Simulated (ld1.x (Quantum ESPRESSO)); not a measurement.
## Sb, TM: configuration errors across variants

* Element: antimony (Sb)
* Generator: ld1.x (Quantum ESPRESSO) 7.5
* Type: norm-conserving Troullier–Martins (Kleinman–Bylander form)
* Functional: LDA (PZ)
* Relativity: fully relativistic
* Frozen core: [Kr] 4d10
* Valence charge: 5
* Reference configuration: 5s2 5p3
* Partial waves: 5s (bound): rc 1.95 bohr; 5p (bound): rc 1.70 bohr
* Local potential: all-electron potential smoothed inside 1.60 bohr (lloc = -1)
* Core correction: a·sin(br)/r model core, default radius (core density twice the valence density)

Open shells are filled in proportion to 2j + 1 (rel_dist='average').

All-electron excitation energies from the reference (eV): (1) 5s2 5p2 8.538; (2) 5s2 5p1 24.813; (3) 5s2 5p0 49.625; (4) 5s0 5p5 16.588; (5) 5s2 5p3.3 -1.212; (6) 5s1 5p0 94.438; (7) 5s1 5p4 8.181.

1 further variants failed, have other tests or too few solved ones, and are left out.

A true bound ghost makes a file unfit for plane-wave use even where its test errors are small: the radial tests pick states by their node count and pass the ghost by.

Errors AE − PS in meV (a dash: test not solved or not reliable):

```tsv
change	(1)	(2)	(3)	(4)	(5)	(6)	(7)	bound ghosts
base	+2.8	-9.2	-155	+6.8	+0.2	-506	-0.3	s, d
wave 5p (bound): rc 1.70 bohr becomes 5p (bound): rc 1.78 bohr	+1.6	-14	-147	+1.4	+0.2	-489	-1.6	s, d
wave 5p (bound): rc 1.70 bohr becomes 5p (bound): rc 1.92 bohr	+0.2	-18	-139	-10.0	+0.1	-470	-4.2	s, d
wave 5p (bound): rc 1.70 bohr becomes 5p (bound): rc 2.20 bohr	-0.6	-20	-131	-22	+0.1	-452	-6.8	s, d
wave 5p (bound): rc 1.70 bohr becomes 5p (bound): rc 2.44 bohr	-0.5	-21	-136	-17	+0.1	-462	-5.7	s, d
```

(1) Give the same row for: wave 5p (bound): rc 1.70 bohr becomes 5p (bound): rc 1.44 bohr.

Answers

(1) +4.5, -6.4, -210, -28, +0.3, -584, -7.1; bound ghosts: p3/2, s, d.
